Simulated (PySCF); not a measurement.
**Os²⁺: ionisation energy**

Os²⁺ [Xe] 4f14 5d6 (5D) → Os³⁺ [Xe] 4f14 5d5 (6S), as a difference of total energies. Computed with PySCF 2.14 in def2-QZVPP with the def2 core potential (60 electrons), with a scalar-relativistic core potential. Correlated levels: valence: 5s2 5p6 frozen; valence and next inner shell: nothing frozen outside the core potential. The calculations carry no spin-orbit coupling.

```json
{"method": "UHF", "ionisation energy (eV)": "24.956"}
{"method": "LDA", "ionisation energy (eV)": "27.211"}
{"method": "PBE", "ionisation energy (eV)": "26.989"}
{"method": "PBE0", "ionisation energy (eV)": "26.782"}
{"method": "r2SCAN", "ionisation energy (eV)": "26.494"}
{"method": "r2SCAN0", "ionisation energy (eV)": "26.470"}
{"method": "HSE06", "ionisation energy (eV)": "26.790"}
{"method": "wB97X", "ionisation energy (eV)": "26.848"}
{"method": "PW91", "ionisation energy (eV)": "27.080"}
{"method": "MP2 (valence)", "ionisation energy (eV)": "26.208"}
{"method": "SCS-MP2 (valence)", "ionisation energy (eV)": "26.447"}
{"method": "MP2 (valence and next inner shell)", "ionisation energy (eV)": "26.296"}
{"method": "SCS-MP2 (valence and next inner shell)", "ionisation energy (eV)": "26.334"}
```

Question: How much does correlation contribute at MP2 (valence and next inner shell)?

Answer: 26.296 − (24.956) = 1.340 eV, measured against UHF.

The reference lies between the lowest fine-structure levels, while these numbers refer to the centres of the terms.

Errors of the correlated levels include the incompleteness of this basis and the frozen core.

For comparison: 25 ± 1.6 eV (theoretical estimate listed by NIST; NIST Atomic Spectra Database, ionization energies).
